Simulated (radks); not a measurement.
Values are calculated unless marked as measured or tabulated.
Q: Orbital eigenvalues (eV) of the calcium ion Ca10+, [Ne], of relativity; Dirac values are averaged over j with weights 2j + 1. Spin-unpolarised spherical Kohn-Sham, PBE, point nucleus unless stated (finite: rms radius 3.4776 fm), a radial shooting solver on a logarithmic mesh with Libxc functionals. A level marked "c x" has the speed of light scaled by that factor and shares open shells by 2j + 1; other Dirac levels either fill j = l - 1/2 first or share by 2j + 1.

| shell | non-rel. |
|---|---|
| 1s | -4168.0 |
| 2s | -633.30 |
| 2p | -559.26 |

Give the values at the level "Dirac, c x 0.85".

A: 
shell  Dirac, c x 0.85  change of magnitude (%)
1s             -4198.0                    +0.72
2s             -639.26                    +0.94
2p             -560.36                    +0.20
